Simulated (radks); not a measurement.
All-electron atom: In+ in [Kr] 4d9 5s2 5p1 (not the ground configuration). Method: scalar-relativistic Kohn-Sham, LDA (Slater exchange, Perdew-Zunger correlation), spin-unpolarised, spherical densities, point nucleus; computed with a radial shooting solver on a logarithmic mesh with Libxc functionals.

X-ray form factor f0, the Fourier transform of the density (f0(0) = 48):

sin(theta)/lambda (1/angstrom)  f0 (electrons)
0.05                                    47.182
0.1                                     45.051
0.15                                    42.262
0.2                                     39.331
0.25                                    36.505
0.3                                     33.867
0.4                                     29.234
0.5                                     25.506
0.6                                     22.635
0.8                                     18.732
1                                       16.000
1.25                                    13.055
1.5                                     10.493
2                                        7.102
